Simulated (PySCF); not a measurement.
## Removing an electron from `C[C@@H]1C[C@@H]1[SiH2]P`

C₄H₁₁PSi.
Z-matrix (Å and degrees, PBE0-D3(BJ)/def2-SVP geometry), rows numbered from 1:
```
C 
C   1  1.5062
C   2  1.4939  1  121.39
C   3  1.5137  2   60.43  1  -111.71
Si  4  1.8684  2  123.59  3  -110.34
P   5  2.2700  4  108.60  2   -68.06
H   1  1.1013  2  110.81  3   -86.09
H   1  1.1007  2  111.54  3    33.50
H   1  1.1012  2  111.37  3   153.62
H   2  1.0960  1  113.81  3   144.35
H   3  1.0934  2  119.18  4  -107.72
H   3  1.0952  2  117.41  4   107.85
H   4  1.0970  2  114.54  3   105.47
H   5  1.4965  4  111.33  2    49.57
H   5  1.4969  4  109.65  2   168.74
H   6  1.4293  5   94.77  4  -163.72
H   6  1.4295  5   93.58  4   -69.85
```

Level: B3LYP/def2-SVPD (PySCF). Frontier orbitals with their largest atomic shares (Löwdin; up to four atoms above 4 %):

```json
{"orbital": "HOMO−3", "ε (eV)": "-8.79", "main atoms": "C4 25 %, Si5 18 %, H14 12 %, H13 10 %"}
{"orbital": "HOMO−2", "ε (eV)": "-8.06", "main atoms": "C4 27 %, P6 17 %, C3 14 %, C2 12 %"}
{"orbital": "HOMO−1", "ε (eV)": "-7.79", "main atoms": "C2 24 %, C3 22 %, C4 16 %, Si5 9 %"}
{"orbital": "HOMO", "ε (eV)": "-7.06", "main atoms": "?"}
{"orbital": "LUMO", "ε (eV)": "0.09", "main atoms": "P6 22 %, Si5 22 %, H16 9 %, H15 8 %"}
{"orbital": "LUMO+1", "ε (eV)": "0.25", "main atoms": "P6 31 %, Si5 22 %, H17 12 %, H14 10 %"}
{"orbital": "LUMO+2", "ε (eV)": "0.45", "main atoms": "P6 45 %, H16 15 %, Si5 11 %, H17 8 %"}
```

What vertical ionisation energy does ΔSCF give, and how far is −ε(HOMO) from it?

ΔSCF: 9.12 eV (880 kJ/mol; threshold wavelength 136 nm); ⟨S²⟩ of the doublet left behind is 0.756, against 0.75 for a pure doublet. −ε(HOMO) is 7.06 eV, 2.06 eV below it. In exact Kohn–Sham theory the two would be equal; B3LYP (global hybrid, 20 % exact exchange) falls short of its own ΔSCF value by 23 %. Holes in the HOMO−1 and HOMO−2 were tried too where these lie within 1.2 eV of the HOMO; the lowest converged state counts.

On which atoms does the HOMO lie?

P6 (three-coordinate phosphorus) 60 %, Si5 (SiH2 silicon) 14 %, H17 (P–H hydrogen) 6 %, H16 (P–H hydrogen) 6 %, so more than half of it is on one atom. The HOMO−1 lies 0.73 eV lower.

How many of the 10 lowest singlet excitations (vertical TDDFT, same level) lie below the ionisation energy?

All 10; they run from 6.29 to 7.46 eV.

What kinetic energy would electrons from this vertical process carry with 118.2 nm light (10.49 eV)?

10.49 − 9.12 = 1.37 eV.

Isolated species at its PBE0-D3(BJ)/def2-SVP geometry (one conformer only).
